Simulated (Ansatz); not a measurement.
A nudged elastic band was laid between two geometries of ClFGeH$_{2}$ (5 atoms, charge 0, multiplicity 1).

Computed with RKS B3LYP-D4/def2-TZVP in Ansatz 0.2.0.

```yaml
movable_images: 5
climbing_image: yes
spring: 5.0 eV/Å²
optimiser: quadratic models (default)
start_path: through a guess of the saddle point
force_threshold: 0.03 eV/Å
iteration_limit: 60
end_points: relaxed
```

First end point:

```xyz
5
Properties=species:S:1:pos:R:3
Ge 0.181 0.021 0.228
H 0.208 -0.068 1.755
F 1.836 -0.020 -0.312
H -0.461 1.260 -0.398
Cl -0.764 -1.741 -0.565
```

Last end point:

```xyz
5
Properties=species:S:1:pos:R:3
Ge -0.791 0.615 0.539
H 1.314 -0.810 0.439
F 1.545 0.035 0.795
H -0.356 1.172 -0.898
Cl -0.713 -1.558 -0.166
```

**Question.** What changes between the two ends?

**Answer.** Bonds broken: Ge1–H2, Ge1–F3. Bonds formed: H2–F3. ClFGeH2 becomes ClGeH + FH.

**Question.** Give the energies along the band, and the barrier.

**Answer.** The forces met the threshold. The highest image is number 2 of 0 to 6, 2.54 eV above the first end and 1.23 eV above the last; the last end lies 1.31 eV above the first. Neighbouring images differ by up to 1.7 eV, so the band resolves the path poorly. A vibrational analysis at the climbing image gives one clearly imaginary mode, 1351i cm⁻¹: a first-order saddle point. The orbitals stay closed-shell, which can raise the energy where a bond breaks towards radicals; this wasn't checked here.

```json
{"image": "0", "path coordinate (Å)": "0.00", "energy (eV)": "0.00", "Ge1–H2 (Å)": "1.53", "Ge1–F3 (Å)": "1.74", "H2–F3 (Å)": "2.63"}
{"image": "1", "path coordinate (Å)": "0.64", "energy (eV)": "0.81", "Ge1–H2 (Å)": "1.51", "Ge1–F3 (Å)": "1.78", "H2–F3 (Å)": "1.99"}
{"image": "2", "path coordinate (Å)": "1.28", "energy (eV)": "2.54", "Ge1–H2 (Å)": "1.64", "Ge1–F3 (Å)": "2.04", "H2–F3 (Å)": "1.30"}
{"image": "3", "path coordinate (Å)": "1.91", "energy (eV)": "1.60", "Ge1–H2 (Å)": "2.32", "Ge1–F3 (Å)": "2.43", "H2–F3 (Å)": "0.94"}
{"image": "4", "path coordinate (Å)": "2.55", "energy (eV)": "1.46", "Ge1–H2 (Å)": "2.93", "Ge1–F3 (Å)": "2.52", "H2–F3 (Å)": "0.93"}
{"image": "5", "path coordinate (Å)": "3.19", "energy (eV)": "1.39", "Ge1–H2 (Å)": "2.90", "Ge1–F3 (Å)": "2.52", "H2–F3 (Å)": "0.93"}
{"image": "6", "path coordinate (Å)": "3.82", "energy (eV)": "1.31", "Ge1–H2 (Å)": "2.54", "Ge1–F3 (Å)": "2.42", "H2–F3 (Å)": "0.95"}
```

**Question.** What is the geometry of the highest image?

**Answer.** 
```xyz
5
Properties=species:S:1:pos:R:3:forces:R:3
Ge -0.267 0.057 0.344 -0.01 0.00 0.01
H 0.983 -0.053 1.398 0.00 0.00 0.01
F 1.771 -0.039 0.366 0.01 0.00 0.00
H -0.556 1.194 -0.672 0.00 0.00 -0.01
Cl -0.930 -1.706 -0.729 0.00 0.00 0.00
```

The band took 12 iterations and roughly 4 core-minutes.

The run took 67 s on 4 threads of Arm Neoverse V2 (shared host), peak memory 0.27 GiB.
